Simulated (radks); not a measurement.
Problem. I XIX, 35 electrons, occupied as [Ar] 3d10 4s2 4p5. All-electron calculation, scalar-relativistic Kohn-Sham, PBE, spin-unpolarised, spherical densities, point nucleus. Program: a radial shooting solver on a logarithmic mesh with Libxc functionals. Some entries of the table are withheld. Estimate them.

orbital  occ.  eigenvalue (eV)  <r> (bohr)  r(max) (bohr)
1s          2        -33464.22     0.02722        0.01754
2s          2        -5573.775      0.1171        0.09908
2p          6        -5052.450         (1)        0.07946
3s          2        -1484.663      0.3117         0.2844
3p          6        -1315.597      0.3091            (2)
3d         10        -1065.136      0.2843         0.2296
4s          2        -585.6879      0.6779         0.6498
4p          5        -526.8051      0.7026            (3)
4d          0        -439.5027      0.7322         0.6896
5s          0        -309.4475       1.225          1.238

Solution. 
(1) 2p <r> (bohr): 0.1024
(2) 3p r(max) (bohr): 0.2779
(3) 4p r(max) (bohr): 0.6711
